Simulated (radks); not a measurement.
Spin polarisation of the 5p4 shell in Te. Start: [Kr] 4d10 5s2 5p(up 2, down 2); electrons of 5p are moved from spin down to spin up, other shells keep equal spins. Method: scalar-relativistic Kohn-Sham, PBE, spin-polarised, spherical densities, finite nucleus; Fermi nuclear charge, rms radius of each element as measured or else 0.836 A^(1/3) + 0.57 fm; computed with a radial shooting solver on a logarithmic mesh with Libxc functionals.

[
 {"moment (Bohr magnetons)": "0", "E - E(0) (eV)": "0.000", "e(5p up) (eV)": "-5.953", "e(5p down) (eV)": "-5.953", "5s down minus up (eV)": "0.000"},
 {"moment (Bohr magnetons)": "0.5", "E - E(0) (eV)": "-0.039", "e(5p up) (eV)": "-6.103", "e(5p down) (eV)": "-5.789", "5s down minus up (eV)": "0.305"},
 {"moment (Bohr magnetons)": "1", "E - E(0) (eV)": "-0.157", "e(5p up) (eV)": "-6.238", "e(5p down) (eV)": "-5.609", "5s down minus up (eV)": "0.612"},
 {"moment (Bohr magnetons)": "1.5", "E - E(0) (eV)": "-0.354", "e(5p up) (eV)": "-6.360", "e(5p down) (eV)": "-5.413", "5s down minus up (eV)": "0.920"},
 {"moment (Bohr magnetons)": "2", "E - E(0) (eV)": "-0.631", "e(5p up) (eV)": "-6.468", "e(5p down) (eV)": "-5.199", "5s down minus up (eV)": "1.231"}
]

At moment 2 the spin-polarisation energy is -0.631 eV and the 5p exchange splitting 1.268 eV, that is 0.634 eV per Bohr magneton; E = -I m^2/4 would give I = 0.631 eV.
